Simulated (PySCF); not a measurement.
Working out the ionisation energy of N(2+)

N(2+) [He] 2s2 2p1 (2P) → N(3+) [He] 2s2 (1S). All numbers are calculated (PySCF 2.14, the spin-free X2C one-electron Hamiltonian (Gaussian nucleus), in jorge-DZP-DKH). Frozen: 1s2. Energies in hartree (1 hartree = 27.21139 eV):

```json
{"part": "UHF", "N(2+) (lower)": "-52.837442", "N(3+) (upper)": "-51.103132"}
{"part": "CCSD correlation", "N(2+) (lower)": "-0.075464", "N(3+) (upper)": "-0.083893"}
{"part": "(T)", "N(2+) (lower)": "-0.000530", "N(3+) (upper)": "0.000000"}
```

Question: What does Hartree-Fock give?

Answer: (-51.103132) − (-52.837442) = 1.734310 hartree = 47.193 eV.

Question: What do CCSD and CCSD(T) give?

Answer: The CCSD correlation energies differ by -0.008429 hartree = -0.229 eV and the triples by 0.000530 hartree = 0.014 eV, so CCSD gives 46.964 eV and CCSD(T) 46.978 eV.

Reference: 47.445 eV (semi-empirical (NIST evaluation); NIST Atomic Spectra Database, ionization energies), between the lowest levels; spin-orbit coupling is absent from the calculation.

A double-zeta basis recovers only part of the correlation energy.

The coupled-cluster amplitudes are large, so a single reference is strained.

What remains against the reference includes basis incompleteness, the frozen core and higher excitations.
